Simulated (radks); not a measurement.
Task: These are the eigenvalues of the occupied orbitals of an atom or ion with whole-number occupations (hartree). Method: scalar-relativistic Kohn-Sham, PBE, spin-polarised, spherical densities, finite nucleus; Fermi nuclear charge, rms radius of each element as measured or else 0.836 A^(1/3) + 0.57 fm; computed with a radial shooting solver on a logarithmic mesh with Libxc functionals.

| orbital | eigenvalue |
|---|---|
| 1s up | -1655.212 |
| 1s down | -1655.212 |
| 2s up | -269.8464 |
| 2s down | -269.8457 |
| 2p up | -241.0847 |
| 2p down | -241.0841 |
| 3s up | -59.56624 |
| 3s down | -59.51880 |
| 3p up | -50.53342 |
| 3p down | -50.48620 |
| 3d up | -38.14292 |
| 3d down | -38.10644 |
| 4s up | -12.59225 |
| 4s down | -12.46995 |
| 4p up | -9.62296 |
| 4p down | -9.50050 |
| 4d up | -5.42602 |
| 4d down | -5.30363 |
| 5s up | -2.31278 |
| 5s down | -2.24162 |
| 5p up | -1.56566 |
| 5p down | -1.51050 |
| 4f up | -0.94256 |
| 6p up | -0.45480 |

Which element is it, and in what charge state? The configuration may be excited. Open shells, if any, are filled with parallel spins first.

Result: Z = 61, promethium, charge +2: Pm2+ in [Xe] 4f4 6p1. The list shows which subshells hold electrons but not how many an open one holds; the 1s level, -1655.2 hartree, gives Z - s = 57.5 by -(Z - s)^2/2, which with screening and relativity narrows Z to a few neighbours, and the depths of the outer levels then fix element, charge and occupations together.
